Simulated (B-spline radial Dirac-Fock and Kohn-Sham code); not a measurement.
## Dipole and non-dipole photoemission parameters of Cu⁴⁺ 3d5/2

System: copper as Cu⁴⁺, [Ar] 3d7; threshold 80.81 eV (orbital energy of the model). The computed values come from an atomic code on a B-spline grid: Dirac-Hartree-Slater photoionisation with a Latter tail; cross sections with all multipoles, angular parameters from the dipole term and its interference with E2.

For linearly polarised light dσ/dΩ = σ/(4π) [1 + β P₂(cos θ) + (δ + γ cos²θ) sin θ cos φ], with θ from the polarisation vector and φ the angle between the beam and the projection of the electron momentum on the plane normal to the polarisation.

| hν (eV) | σ (kb) | β | γ | δ |
| --- | --- | --- | --- | --- |
| 90 | 4400 | 0.284 | -0.010 | 0.008 |
| 101 | ? | ? | ? | ? |
| 104 | 4040 | 0.448 | -0.007 | 0.012 |
| 161 | 2330 | 0.864 | 0.012 | 0.018 |
| 200 | 1520 | 1.008 | 0.028 | 0.021 |
| 300 | 598 | 1.175 | 0.085 | 0.029 |
| 318 | 516 | 1.188 | 0.096 | 0.030 |
| 358 | 379 | 1.209 | 0.119 | 0.032 |
| 489 | 159 | 1.228 | 0.193 | 0.039 |
| 577 | 97.7 | 1.219 | 0.241 | 0.044 |
| 751 | 43.4 | 1.178 | 0.327 | 0.054 |
| 769 | 40.3 | 1.172 | 0.335 | 0.055 |
| 990 | 17.7 | 1.106 | 0.426 | 0.068 |
| 1180 | 9.75 | 1.049 | 0.490 | 0.080 |
| 1200 | 9.21 | 1.044 | 0.496 | 0.081 |
| 1253.6 | 7.92 | 1.028 | 0.512 | 0.084 |
| 1570 | 3.59 | 0.945 | 0.593 | 0.103 |
| 1760 | 2.38 | 0.901 | 0.633 | 0.115 |
| 2000 | 1.49 | 0.852 | 0.676 | 0.129 |
| 2590 | 0.565 | 0.753 | 0.759 | 0.165 |
| 3450 | 0.187 | 0.652 | 0.843 | 0.214 |
| 4000 | 0.104 | 0.604 | 0.887 | 0.243 |
| 4530 | 0.0631 | 0.564 | 0.924 | 0.271 |
| 5414.7 | 0.0304 | 0.508 | 0.974 | 0.315 |
| 8047.8 | 0.00569 | 0.391 | 1.048 | 0.435 |
| 8480 | 0.00454 | 0.377 | 1.052 | 0.453 |
| 9960 | 0.00226 | 0.340 | 1.061 | 0.511 |

Problem. Give the values at 101 eV.

Solution. σ = 4130 kb, β = 0.414, γ = -0.008, δ = 0.011.
